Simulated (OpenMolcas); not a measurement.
neutral carbon: effect of the level shift or regulariser

```yaml
Program: OpenMolcas
Basis: ANO-R2 [4s4p2d1f]
Scalar_Hamiltonian: X2C, finite nucleus
Active_space: 4 electrons in 9 orbitals (RAS2 2s 2p; RAS3 3d, at most 2 electrons)
State_averaging: 2S+1 = 3 even, 3 roots; 2S+1 = 1 even, 6 roots; 2S+1 = 5 odd, 1 root; 2S+1 = 3 odd, 8 roots
Spin-orbit_coupling: state interaction with AMFI integrals over the reference wave functions, term energies averaged over their components
```

Methods on the same reference wave functions:
A. RASSCF
B. SS-RASPT2, IPEA 0.25 Eh, imaginary shift 0.1 Eh (closed shells correlated: 1s)
C. SS-RASPT2, IPEA 0.25 Eh, sigma2 regulariser 0.3 Eh (closed shells correlated: 1s)

Energies in cm-1 above 2s2 2p2 3P0, the measured ground level; measured values from NIST Handbook of Basic Atomic Spectroscopic Data.

```tsv
Level	A	B	C	Measured
2s2 2p2 3P0	0.0	0.0	0.0	0.0
2s2 2p2 3P1	14.8	14.8	14.8	16.4
2s2 2p2 3P2	44.1	44.1	44.1	43.4
2s2 2p2 1D2	12661	10710	10710	10193
2s2 2p2 1S0	26317	21890	22130	21648
2s 2p3 5S* 2	30290	32140	32150	33735
2s 2p3 3D* 1	66708	64010	64060	64090
2s 2p3 3D* 2	66708	64010	64060	64091
2s 2p3 3D* 3	66709	64010	64060	64087
2s 2p3 3P* 2	81489	76570	77030	75255
2s 2p3 3P* 1	81489	76570	77030	75254
2s 2p3 3P* 0	81489	76570	77030	75256
```

Deviations, from unrounded energies. A percentage is the sum of absolute deviations over the sum of measured energies, with the sign that they share, or ± where signs differ.

```
                        Against measurement  Levels      A     B     C
             mean absolute deviation (cm-1)      11   3400   590   730
      fine structure of the ground term (%)       2   ±4.0  ±4.0  ±4.0
other terms of the ground configuration (%)       2  +22.4  +2.4  +3.1
                   other configurations (%)       7   ±6.6  ±1.3  ±1.5
```

B lies closest to measurement on these levels and A furthest from it. The largest miss of B in the table is 2s 2p3 5S* 2, by -1600 cm-1. The ranking rests on the paired levels alone, and a cruder setting can come out closer through cancelling errors.

Between B and C the level of the table that moves most is 2s 2p3 3P* 0, by 460 cm-1 (lowest in B, highest in C). Moves below CASPT2's spread within the term are not significant.

From A to B the spin-free energies of the other terms of 2s2 2p2 shown, above 3P, scale by factors of 0.83 to 0.85.

The lowest spin-free term lies below A's lowest term by 0.038 hartree in B, 0.038 hartree in C.

CASPT2 does not keep the components of a term degenerate, so their means are used; among the terms shown or strongly mixed into the levels shown the widest spread is 49 cm-1 (2s 2p3 3D*, B). Active for correlation alone: 3d; no level in the range computed is led by a configuration that fills it, so any true level of that kind is missing. Without dynamic correlation excited terms often stand tens of per cent too high (terms of higher spin than the ground term too low), and those without a measured partner can miss by more than the paired ones (holds for A). Measured partners are found by configuration, term and J. A level has none where our copy of the source lacks it or the pairing is in doubt (some pairs that miss far off the trend of their configuration count as doubtful), and it then counts in no deviation. Levels of configurations outside the active space are missing.

* marks odd parity.
